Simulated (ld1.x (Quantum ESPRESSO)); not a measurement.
Transferability test, RRKJ potential for thallium (Tl)

- Element: Tl
- Generator: ld1.x (Quantum ESPRESSO) 7.5
- Type: norm-conserving RRKJ (Kleinman–Bylander form)
- Functional: PBEsol
- Relativity: scalar-relativistic
- Frozen core: [Xe] 4f14 5d10
- Valence charge: 3
- Reference configuration: 6s2 6p0 (charge +1)
- Partial waves: 6p (bound, empty): rc 2.15 bohr; 6s (bound): rc 2.05 bohr
- Local potential: the s channel
- Core correction: none
- rho0: 0.001

Energies are relative to the spin-unpolarised reference configuration 6s2 6p0; without spin polarisation the order of configurations can differ from experiment.

```
valence configuration  charge  ΔE all-electron (eV)  error AE − PS (meV)
              6s2 6p1       0                -5.147                  +59
              6s1 6p0      +2                20.843                  +54
            6s2 6p0.5    +0.5                -3.301                  +20
            6s2 6p1.3    -0.3                -5.638                  +83
              6s1 6p2       0                 2.302                 +173
              6s1 6p1      +1                 8.365                  +62
```

Q: What are ΔE and the potential's error for 6s0 6p3?

A: ΔE = 10.145 eV all-electron; the error (AE − PS) is +374 meV.

Levels in the configuration 6s2 6p0.5:

```json
{"level": "6s", "all-electron (eV)": "-12.810", "pseudo (eV)": "-12.819"}
{"level": "6p", "all-electron (eV)": "-5.096", "pseudo (eV)": "-5.160"}
```

ld1.x printed “convergence not achieved” for 6 of the counted tests; their residual had stalled under 1e-8, short of the target of 1e-14.
